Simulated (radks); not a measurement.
K2+, 17 electrons, occupied as [Ne] 3s2 3p5.

Method: non-relativistic Kohn-Sham, TPSS, spin-polarised, spherical densities, point nucleus; open shells are filled with parallel spins first; meta-GGA in the generalised Kohn-Sham scheme; computed with a radial shooting solver on a logarithmic mesh with Libxc functionals.

Energy parts (eV):
total: -16289.175
kinetic: 16272.752
electron-nucleus: -38279.310
Hartree: 6610.611
exchange-correlation: -893.228

Orbitals (lengths in bohr, moments of r in powers of bohr):
orbital,occ.,eigenvalue (eV),<1/r>,<r^2>
1s up,1,-3539.088,18.55,0.008916
1s down,1,-3538.814,18.55,0.008915
2s up,1,-375.9899,3.773,0.1794
2s down,1,-375.7911,3.772,0.1793
2p up,3,-304.2266,3.691,0.1527
2p down,3,-303.9048,3.691,0.1526
3s up,1,-57.1998,1.120,1.759
3s down,1,-55.7607,1.117,1.773
3p up,3,-40.0128,1.005,2.134
3p down,2,-38.6809,0.9990,2.168
3d up,0,-15.6633,0.7062,4.181
3d down,0,-14.7261,0.6879,4.499

The highest occupied level is 3p down at -38.681 eV. For comparison, the ionisation energy in NIST's Atomic Spectra Database is 45.803 eV (semi-empirical). In exact Kohn-Sham theory the highest level is minus the ionisation energy, but local and semilocal functionals leave it too shallow, through self-interaction and a potential that decays too fast; potentials with the right tail come closer. The density falls to 0.001 e/bohr^3 at r = 3.08 bohr. Virial ratio -V/T = 2.00101. Summed over all electrons, <r^2> = 15.56 bohr^2, which gives a Langevin (diamagnetic) susceptibility term of -12.3 x 10^-6 cm^3/mol. The electron density at the nucleus is 4545 e/bohr^3. Spin moment in Bohr magnetons: 1.
